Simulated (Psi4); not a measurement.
C4H5Si (SMILES [C]1=C[SiH2]C=C1), doublet (typed; the unrestricted solution is spin-contaminated), geometry from GFN2-xTB; CCSD(T)/STO-3G (Psi4 1.11).

Psi4 was given this input:
```
memory 2 GB

molecule mol {
0 2
  C    -0.997108    1.090205   -0.357469
  C     0.280088    1.341219   -0.243149
  Si    1.123122   -0.341860    0.217852
  C    -0.580437   -1.155179    0.165158
  C    -1.511515   -0.238272   -0.147554
  H     0.773235    2.284809   -0.375574
  H     1.725285   -0.298663    1.548629
  H     2.035660   -0.794672   -0.829844
  H    -0.836088   -2.188114    0.347207
  H    -2.567972   -0.445164   -0.242269
}

set basis sto-3g
set reference uhf
set freeze_core true
set mp2_type conv
set scf_type pk
set puream true
set d_convergence 1e-8

energy('ccsd(t)')
print_variables()
```

What the program printed (banner, timings and long lists left out):

```
   => Loading Basis Set <=

    Name: STO-3G
    Role: ORBITAL
    Keyword: BASIS

         ---------------------------------------------------------
                                   SCF
               by Justin Turney, Rob Parrish, Andy Simmonett
                          and Daniel G. A. Smith
                              UHF Reference
         ---------------------------------------------------------

  ==> Geometry <==

    Molecular point group: c1
    Full point group: C1

    Geometry (in Angstrom), charge = 0, multiplicity = 2:

       Center              X                  Y                   Z               Mass
    ------------   -----------------  -----------------  -----------------  -----------------
         C           -0.982947854361     1.072450521696    -0.351918460190    12.000000000000
         C            0.294248145639     1.323464521696    -0.237598460190    12.000000000000
         SI           1.137282145639    -0.359614478304     0.223402539810    27.976926534650
         C           -0.566276854361    -1.172933478304     0.170708539810    12.000000000000
         C           -1.497354854361    -0.256026478304    -0.142003460190    12.000000000000
         H            0.787395145639     2.267054521696    -0.370023460190     1.007825032230
         H            1.739445145639    -0.316417478304     1.554179539810     1.007825032230
         H            2.049820145639    -0.812426478304    -0.824293460190     1.007825032230
         H           -0.821927854361    -2.205868478304     0.352757539810     1.007825032230
         H           -2.553811854361    -0.462918478304    -0.236718460190     1.007825032230

  Running in c1 symmetry.

  Rotational constants: A =      0.23670  B =      0.16702  C =      0.10149 [cm^-1]
  Rotational constants: A =   7096.15528  B =   5007.23675  C =   3042.58248 [MHz]
  Nuclear repulsion =  191.717919755311357

  Charge       = 0
  Multiplicity = 2
  Electrons    = 43
  Nalpha       = 22
  Nbeta        = 21

  ==> Algorithm <==

  SCF Algorithm Type is PK.
  DIIS enabled.
  MOM disabled.
  Fractional occupation disabled.
  Guess Type is SAD.
  Energy threshold   = 1.00e-08
  Density threshold  = 1.00e-08
  Integral threshold = 1.00e-12

  ==> Primary Basis <==

  Basis Set: STO-3G
    Blend: STO-3G
    Number of shells: 22
    Number of basis functions: 34
    Number of Cartesian functions: 34
    Spherical Harmonics?: true
    Max angular momentum: 1

  ==> Integral Setup <==

  Using in-core PK algorithm.
   Calculation information:
      Number of atoms:                  10
      Number of AO shells:              22
      Number of primitives:             66
      Number of atomic orbitals:        34
      Number of basis functions:        34

      Integral cutoff                 1.00e-12
      Number of threads:                 1

  Performing in-core PK
  Using 354620 doubles for integral storage.
  We computed 29367 shell quartets total.
  Whereas there are 32131 unique shell quartets.

  ==> DiskJK: Disk-Based J/K Matrices <==

    J tasked:                  Yes
    K tasked:                  Yes
    wK tasked:                  No
    Schwarz Cutoff:          1E-12

  Minimum eigenvalue in the overlap matrix is 1.7450504560E-01.
  Reciprocal condition number of the overlap matrix is 7.0922142697E-02.
    Using symmetric orthogonalization.

  ==> Pre-Iterations <==

  SCF Guess: Superposition of Atomic Densities via on-the-fly atomic UHF (no occupation information).

   -------------------------
    Irrep   Nso     Nmo
   -------------------------
     A         34      34
   -------------------------
    Total      34      34
   -------------------------

  ==> Iterations <==

                        Total Energy        Delta E     RMS |[F,P]|

   @UHF iter SAD:  -434.28565061441066   -4.34286e+02   0.00000e+00
   @UHF iter   1:  -437.96894891088732   -3.68330e+00   4.51883e-03 ADIIS/DIIS
[...]
  @UHF Final Energy:  -438.00648579675482
    Total Energy =                       -438.0064857967548164
[...]
             10   3        -0.0805671830
             11   3         0.0551250562
              7   0         0.0482748069
              7   3        -0.0332687220
              9   1         0.0245263791
              8   1         0.0224333820
              9   2         0.0191756370
             11   6        -0.0151045391

    Largest TIJAB Amplitudes:
     12   9   1   0        -0.0227492514
     12   7   1   0        -0.0121590958
     12  10   4   0         0.0114378892
     12   6  11   1        -0.0104533874
     12  11  11   1        -0.0104494710
     12   8   2   0         0.0100416380
     12  11   4   0         0.0096402067
     11   9   2   0        -0.0092598322
     11   9  11   0         0.0088867666
     12   6  11   0        -0.0088341681

    Largest Tijab Amplitudes:
     11  10   3   0        -0.0233719450
     11   9   5   0         0.0141204436
     11   9   3   1        -0.0124664267
     10   9   1   0         0.0111378077
     11   6  12   0        -0.0105543491
     11   8   2   0         0.0103279643
     10   8   1   0         0.0099646037
     11   8   3   1        -0.0098926166
     10   6  10   0        -0.0097856440
      9   8   2   1         0.0097063913

    Largest TIjAb Amplitudes:
     12  11   0   0        -0.1686139673
     12  10   1   0        -0.1099050632
      9  11   0   3        -0.0853768299
     12  11   1   3        -0.0793378073
      9  10   0   0        -0.0744257138
     12  10   0   3        -0.0692964056
      9  11   1   0        -0.0632571383
      9  10   1   3        -0.0629081426
     11  11   0   1        -0.0590701293
      7  11   0   3        -0.0562769910

    SCF energy       (wfn)                    = -438.006485796754816
    Reference energy (file100)                = -438.006485796756124

    Opposite-spin MP2 correlation energy      =   -0.199375168767875
    Same-spin MP2 correlation energy          =   -0.041226479318071
    Singles MP2 correlation energy            =   -0.000000000000000
    MP2 correlation energy                    =   -0.240601648085946
      * MP2 total energy                      = -438.247087444842066

    Opposite-spin CCSD correlation energy     =   -0.293724633147960
    Same-spin CCSD correlation energy         =   -0.034058680709753
    Singles CCSD correlation energy           =   -0.000000000000001
    CCSD correlation energy                   =   -0.327783313857714
      * CCSD total energy                     = -438.334269110613832

            **************************
            *                        *
            *        CCTRIPLES       *
            *                        *
            **************************

    Wave function   =    CCSD_T
    Reference wfn   =      UHF

    Nuclear Rep. energy (wfn)                =  191.717919755311357
    SCF energy          (wfn)                = -438.006485796754816
    Reference energy    (file100)            = -438.006485796756124
    CCSD energy         (file100)            =   -0.327783313857714
    Total CCSD energy   (file100)            = -438.334269110613832

    Number of ijk index combinations:
    Spin Case AAA:                                 286
    Spin Case BBB:                                 220
    Spin Case AAB:                                 936
    Spin Case ABB:                                 858
    AAA (T) energy                             =   -0.000073954465791
    BBB (T) energy                             =   -0.000068926759259
    AAB (T) energy                             =   -0.002695121320631
    ABB (T) energy                             =   -0.002697383514929
    (T) energy                                   =   -0.005535386060610
      * CCSD(T) total energy                     = -438.339804496674446

  Variable Map:
  ----------------------------------------------------------------------------
[...]
  Array Variable Map:
  ----------------------------------------------------------------------------
[...]
[...]
```
